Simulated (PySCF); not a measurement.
# Bonding in `CCOCC(C)(C)[O-]`

Compound: C6H13O2 (charge -1).
Numbering: `[CH3:1][CH2:2][O:3][CH2:4][C:5]([CH3:6])([CH3:7])[O-:8]` (hydrogens: H9, H10, H11 on C1; H12, H13 on C2; H14, H15 on C4; H16, H17, H18 on C6; H19, H20, H21 on C7)

Structure used (GFN2-xTB), in Å, numbered top down from 1:
```xyz
21
C6H13O2 angstrom
C      2.737    1.151    0.594
C      1.908   -0.068    0.216
O      1.043    0.264   -0.861
C     -0.109   -0.565   -0.893
C     -1.030   -0.495    0.395
C     -2.348   -1.256   -0.022
C     -1.431    1.016    0.554
O     -0.470   -1.011    1.473
H      2.086    1.948    0.944
H      3.295    1.516   -0.268
H      3.437    0.892    1.387
H      2.578   -0.889   -0.101
H      1.283   -0.417    1.058
H     -0.659   -0.237   -1.782
H      0.204   -1.613   -1.036
H     -2.109   -2.297   -0.233
H     -3.045   -1.229    0.813
H     -2.821   -0.813   -0.901
H     -2.066    1.123    1.432
H     -0.532    1.610    0.701
H     -1.961    1.387   -0.325
```

Bond orders from the PBE0/pcSseg-1 density (PySCF). Geometry: GFN2-xTB, one conformer, isolated ion. The pcSseg-1 basis has no diffuse functions, a weakness for an anion. The HOMO energy is positive at this level (+0.15 eV), so the outermost electrons may be held by the finite basis alone.

**Question.** Where do the orders between heavy atoms depart from those drawn in the SMILES?

**Answer.** The largest departure is 0.426, at C5–O8 (drawn single, 1.426). Drawn single, order above 1.12: C5–O8 (1.426). The SMILES, with its formal charges, is one Lewis structure only.

**Question.** Give the Mayer order of every bond, beside its length.

**Answer.** 
```json
{"bond": "C1–C2", "drawn as": "single", "length (Å)": "1.522", "Mayer order": "1.061"}
{"bond": "C2–O3", "drawn as": "single", "length (Å)": "1.421", "Mayer order": "0.905"}
{"bond": "O3–C4", "drawn as": "single", "length (Å)": "1.420", "Mayer order": "0.913"}
{"bond": "C4–C5", "drawn as": "single", "length (Å)": "1.585", "Mayer order": "0.905"}
{"bond": "C5–C6", "drawn as": "single", "length (Å)": "1.578", "Mayer order": "0.918"}
{"bond": "C5–C7", "drawn as": "single", "length (Å)": "1.571", "Mayer order": "0.903"}
{"bond": "C5–O8", "drawn as": "single", "length (Å)": "1.319", "Mayer order": "1.426"}
{"bond": "C1–H9", "drawn as": "single", "length (Å)": "1.087", "Mayer order": "0.966"}
{"bond": "C1–H10", "drawn as": "single", "length (Å)": "1.090", "Mayer order": "0.963"}
{"bond": "C1–H11", "drawn as": "single", "length (Å)": "1.089", "Mayer order": "0.969"}
{"bond": "C2–H12", "drawn as": "single", "length (Å)": "1.107", "Mayer order": "0.952"}
{"bond": "C2–H13", "drawn as": "single", "length (Å)": "1.105", "Mayer order": "0.873"}
{"bond": "C4–H14", "drawn as": "single", "length (Å)": "1.096", "Mayer order": "0.949"}
{"bond": "C4–H15", "drawn as": "single", "length (Å)": "1.103", "Mayer order": "0.949"}
{"bond": "C6–H16", "drawn as": "single", "length (Å)": "1.089", "Mayer order": "0.974"}
{"bond": "C6–H17", "drawn as": "single", "length (Å)": "1.088", "Mayer order": "0.974"}
{"bond": "C6–H18", "drawn as": "single", "length (Å)": "1.092", "Mayer order": "0.957"}
{"bond": "C7–H19", "drawn as": "single", "length (Å)": "1.089", "Mayer order": "0.977"}
{"bond": "C7–H20", "drawn as": "single", "length (Å)": "1.087", "Mayer order": "0.969"}
{"bond": "C7–H21", "drawn as": "single", "length (Å)": "1.091", "Mayer order": "0.959"}
```

Bonds between the same two heavy elements. C–C: lowest C5–C7 and C4–C5 (0.903, 1.571 Å), highest C1–C2 (1.061, 1.522 Å). C–O: lowest C2–O3 (0.905, 1.421 Å), highest C5–O8 (1.426, 1.319 Å). Bonds named together lie within 0.004.

**Question.** Sum the orders of all bonds at each heavy atom with more than one neighbour and set the sums beside the valence in the SMILES.

**Answer.** C1 3.959 (drawn 4), C2 3.791 (drawn 4), O3 1.818 (drawn 2), C4 3.716 (drawn 4), C5 4.152 (drawn 4), C6 3.823 (drawn 4), C7 3.808 (drawn 4). Orders between atoms that aren't bonded are not in these sums.

Mayer orders depend on the basis set.

These values come from a run that also computed NMR shieldings. Hardware: an Arm Neoverse V2 with one thread, no GPU, shared host. Cost: 35 s wall.
